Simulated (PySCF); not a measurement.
Compound: C7H11O (doublet state).
Geometry (GFN2-xTB, Å), atoms numbered from 1 in this order:
```xyz
19
C7H11O angstrom
C      2.4811   -0.9792   -0.3910
C      1.3179   -0.3552   -0.3614
C      1.1228    1.1385   -0.4241
C     -0.2365    1.3516    0.1132
C     -0.9352    0.0764    0.4324
C     -2.3758    0.0353   -0.0797
O     -1.0319   -0.1183    1.8505
C     -0.0307   -1.0008   -0.2088
H      3.4090   -0.4434   -0.4975
H      2.5524   -2.0511   -0.3224
H      1.8959    1.6867    0.1283
H      1.1991    1.4864   -1.4659
H     -0.6389    2.3141    0.3638
H     -2.8093   -0.9373    0.1366
H     -2.4041    0.2207   -1.1497
H     -2.9575    0.7960    0.4329
H     -0.1495   -0.0369    2.2291
H      0.0016   -1.9045    0.3993
H     -0.4202   -1.2698   -1.1931
```

The hyperfine couplings belong to this conformer and change with its torsions.

The species is `C=C1C[CH][C@](C)(O)C1` [radical].

Theory: UKS B3LYP, pcH-1 on C H O, non-relativistic, mean-field spin-orbit, GIAO in PySCF. One conformer (not necessarily the lowest) at the GFN2-xTB geometry, without solvent, vibrations or thermal averaging. The geometry wasn't refined by DFT: couplings that depend on bond lengths, twists or pyramidal angles can differ widely from those at the functional's own minimum. Stability of the SCF solution: not tested.

The Mulliken spin populations are largest on C4 (+1.00) and C3 (-0.09). No atom but C4 exceeds +0.15. The angles at C4 add up to 359.6°, so it is planar; its axial dipolar tensor and the negative coupling of its proton fit spin in a p orbital normal to that plane.

Q: McConnell's relation a(H) = Q·ρ ties the coupling of a proton on a planar π carbon to the spin population of that carbon. What Q do the computed values give?

A: 
```json
{"H": "H13", "C": "C4", "ρ(C)": "+1.004", "a(H) (G)": "-21.84", "a/ρ (G)": "-21.8"}
```

One proton gives one ratio, Q = -21.8 G, and no test of linearity. In McConnell's picture π spin on carbon polarises the C–H bond and leaves opposite spin at the proton, which makes Q negative, as found here.

Q: How do the β-proton couplings of this frozen conformer go with θ, the angle between the C–H bond and the normal to the plane of the spin centre's three neighbours, both seen down the bond from centre to carbon?

A: 
```tsv
β H	on	centre	θ (°)	cos²θ	a (G)
H11	C3	C4	39	0.61	+36.38
H12	C3	C4	22	0.85	+52.83
```

Couplings in gauss use g_iso = 2.0024.

Hardware: an Arm Neoverse V1 with one thread, no GPU, on a shared host. Cost: 1.7 min (grids of density and orbitals included), 1.1 GiB resident at most.
